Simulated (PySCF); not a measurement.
A PySCF script (with the pyscf-properties extension) for the NMR shieldings of `InChI=1S/C5H15NOSi/c1-3-5-8(6)7-4-2/h8H,3-6H2,1-2H3/t8-/m1/s1`, on a PBE0-D3(BJ)/def2-SVP geometry:

```python
import basis_set_exchange as bse
import numpy as np
from pyscf import gto, dft
from pyscf.prop import nmr

atoms = """
C    -3.693138    0.834667    0.923948
C    -2.577073    0.325193    0.024776
C    -1.179619    0.674880    0.532362
Si    0.212102    0.014955   -0.521971
N     0.128320   -1.708224   -0.605180
O     1.596691    0.642126    0.177850
C     2.888013    0.473538   -0.345422
C     3.584214   -0.735878    0.246775
H    -3.657250    1.931876    1.020831
H    -3.608525    0.413889    1.939073
H    -4.686915    0.566187    0.532757
H    -2.710847    0.733800   -0.992518
H    -2.656881   -0.769543   -0.088634
H    -1.052513    1.768436    0.617466
H    -1.032985    0.284150    1.556546
H     0.168265    0.459544   -1.951315
H     0.503114   -2.218245   -1.395401
H     0.098483   -2.284063    0.228183
H     3.466117    1.387138   -0.121918
H     2.861060    0.386997   -1.451110
H     3.626161   -0.653192    1.343329
H     3.035409   -1.656702   -0.002815
H     4.612953   -0.826749   -0.135291
"""
names = dict.fromkeys(["C", "Si", "N", "O", "H"], "pcSseg-1")
basis = {el: gto.basis.parse(bse.get_basis(n, elements=[el], fmt="nwchem")) for el, n in names.items()}
mol = gto.M(atom=atoms, basis=basis, charge=0, verbose=0)
mf = dft.RKS(mol, xc="HYB_GGA_XC_MPW1PW")
mf.grids.level = 2
mf.grids.alignment = dft.numint.BLKSIZE   # the property module wants whole blocks of grid points
mf.conv_tol = 1e-9
mf.kernel()

calc = nmr.RKS(mf)   # GIAO
C = mf.mo_coeff
Co = C[:, mf.mo_occ > 0]
resp = mf.gen_response(singlet=True, hermi=2)
def vind(x):   # induced exchange potential for any number of trial vectors
    d = np.einsum("pi,xij,qj->xpq", C, 2 * x.reshape(-1, C.shape[1], Co.shape[1]), Co, optimize=True)
    return np.einsum("xpq,pi,qj->xij", resp(d - d.transpose(0, 2, 1)), C, Co, optimize=True).ravel()
mo1, _ = nmr.rhf.solve_mo1(calc, with_cphf=vind)
sigma = calc.kernel(mo1)
for i, s in enumerate(sigma):   # ppm
    w = np.linalg.eigvalsh((s + s.T) / 2)
    print("%2d %-2s iso %8.1f  s11 %8.1f  s22 %8.1f  s33 %8.1f" % (i, mol.atom_pure_symbol(i), w.mean(), *w))
```

Task: What does it print?

Result: 
```
 0 C  iso    163.4  s11    149.9  s22    155.7  s33    184.6
 1 C  iso    164.2  s11    157.7  s22    164.0  s33    171.0
 2 C  iso    166.2  s11    149.5  s22    161.6  s33    187.6
 3 Si iso    363.0  s11    330.8  s22    346.0  s33    412.3
 4 N  iso    230.4  s11    209.0  s22    221.4  s33    260.8
 5 O  iso    255.2  s11    197.1  s22    263.2  s33    305.3
 6 C  iso    121.3  s11     90.3  s22    108.2  s33    165.5
 7 C  iso    162.1  s11    144.3  s22    160.5  s33    181.5
 8 H  iso     30.4  s11     26.4  s22     28.5  s33     36.3
 9 H  iso     30.5  s11     26.4  s22     28.8  s33     36.1
10 H  iso     30.1  s11     25.4  s22     27.3  s33     37.6
11 H  iso     30.2  s11     24.6  s22     30.4  s33     35.6
12 H  iso     30.0  s11     23.9  s22     31.3  s33     34.8
13 H  iso     30.8  s11     25.8  s22     30.9  s33     35.7
14 H  iso     30.9  s11     26.6  s22     31.1  s33     34.9
15 H  iso     26.8  s11     24.0  s22     24.9  s33     31.5
16 H  iso     30.4  s11     24.6  s22     25.8  s33     40.8
17 H  iso     30.9  s11     25.5  s22     26.6  s33     40.7
18 H  iso     27.5  s11     21.9  s22     27.1  s33     33.4
19 H  iso     27.6  s11     23.3  s22     27.4  s33     32.2
20 H  iso     29.9  s11     26.7  s22     28.0  s33     34.9
21 H  iso     29.9  s11     25.0  s22     30.7  s33     33.8
22 H  iso     30.4  s11     26.6  s22     27.2  s33     37.5
```

These numbers come from an equivalent density-fitted implementation of the same equations, which agrees with the script to about 0.01 ppm for H and up to a few tenths of a ppm for heavy atoms, so last digits may differ.

Task: Turn these shieldings into chemical shifts. Scale: TMS for ¹³C (σref 183.54), ²⁹Si (σref 350.83), ¹H (σref 31.32); ¹⁵N (σref 264.17) against NH3; ¹⁷O (σref 333.30) against H2O (reference shieldings calculated alike).

Result: Averaging equivalent atoms: C 6: 62.2; C 7: 21.5; C 0: 20.1; C 1: 19.3; C 2: 17.3; Si 3: -12.2; N 4: 33.8; O 5: 78.1; H 15: 4.52; H 18: 3.83; H 19: 3.70; H 12: 1.29; H 20/21/22: 1.26; H 11: 1.12; H 8/9/10: 1.00; H 16/17: 0.65; H 13: 0.52; H 14: 0.45 ppm. Experimental scales use liquid or dissolved standards, which lie at an offset from isolated NH3 (liquid NH3: subtract about 20 ppm) and H2O (liquid H2O: subtract about 36 ppm).

Size and cost of the density-fitted run: 218 basis functions, 27 s wall time on 1 thread of an Intel Xeon 6975P-C, shared host; peak memory 1 GiB.
